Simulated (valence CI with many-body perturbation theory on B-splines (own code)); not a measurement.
# Bi⁴³⁺: what the settings do

Calculated by valence CI with perturbative core correlation (CI+MBPT): four valence electrons over a frozen Dirac-Fock core [Kr], radial functions for each j: 6 s, 6 p, 5 d, 5 f, 1 g, with the one-electron correlation potential Σ1 (screened to all orders), the two-electron term Σ2, the three-electron term Σ3, Breit, model QED; selected single and double excitations, second order for the rest, scaled by the run's own slope (own B-spline code, finite nucleus).

No measured spectrum was set against this ion. As an estimate, large intervals hold to a few tenths of a per cent, small ones and those within an open d or f shell to about a per cent. Only levels of the ground parity were solved; by the run's estimate the other parity begins above the list, which can be wrong where configurations are misplaced.

The reference run has the lowest level (4d3/2^4) J=0 and an ionisation energy of 2191.27 eV. Its largest variational space holds 8885 state functions.

Levels are named by their leading jj configuration (3d3/2^4 stands for four electrons in 3d with j = 3/2), which in mixed levels can hold well under half, so a name can repeat and another be missing. Letters in brackets count levels of one name in rising energy.

Changed runs:
A. scale of Σ2 1 → 0
B. size limit of the variational space 10000 → 3000
C. core polarisation of operators on → off
D. start configuration 4d4 → 4s4 (bad on purpose)

Excitation energies of the reference run in cm⁻¹, and shifts in cm⁻¹:

```tsv
Level	Reference	A	B	C
(4d3/2^3 4d5/2) J=1	237498	-559	-3.3	0
(4d3/2^3 4d5/2) J=4	285112	+2577	-19	0
(4d3/2^3 4d5/2) J=2	293188	+1542	-10	0
(4d3/2^3 4d5/2) J=3	305182	+2674	-16	0
(4d3/2^2 4d5/2^2) J=0 [a]	508332	-1639	0	0
(4d3/2^2 4d5/2^2) J=2 [a]	509788	-181	-13	0
(4d3/2^2 4d5/2^2) J=4 [a]	521446	+1109	-15	0
(4d3/2^2 4d5/2^2) J=3 [a]	525892	+1246	-8.4	0
(4d3/2^2 4d5/2^2) J=5	543378	+3403	-11	0
(4d3/2^2 4d5/2^2) J=6	557026	+4744	-2.7	0
(4d3/2^2 4d5/2^2) J=1	558232	+1087	-10	0
(4d3/2^2 4d5/2^2) J=3 [b]	570765	+3034	-13	0
Ionisation energy (eV)	2191.27	-2.51	0	0
```

No effect on these energies: C.

Run D: It gave no result: a shell was given more electrons than it holds. The program said: "a valence shell holds more than 4l+2 electrons".
